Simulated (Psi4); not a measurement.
Psi4 was given this input:
```
memory 2 GB

molecule mol {
-1 2
  Si    0.001929    0.007227    1.067714
  Cl    1.178613    1.407333   -0.451322
  Cl   -1.180201   -1.413285   -0.427971
}

set basis 6-31g**
set reference uhf
set freeze_core true
set mp2_type conv
set scf_type pk
set puream true
set d_convergence 1e-8

energy('mp2')
print_variables()
```

**Question.** What does this run give for the SCF-reference <S^2>, MP2 correlation energy, nuclear repulsion energy, total energy, number of basis functions?

**Answer.** 
The SCF-reference <S^2> is 0.772 and the MP2 correlation energy comes out as -0.3119 Eh. The nuclear repulsion energy comes out as 147.5396 Eh and the total energy is -1208.2843 Eh. The number of basis functions comes out as 54.

A gas-phase anion may not be bound at this level; its values then depend on the basis.

These values belong to the state on which the SCF converged, which isn't shown to be the lowest.
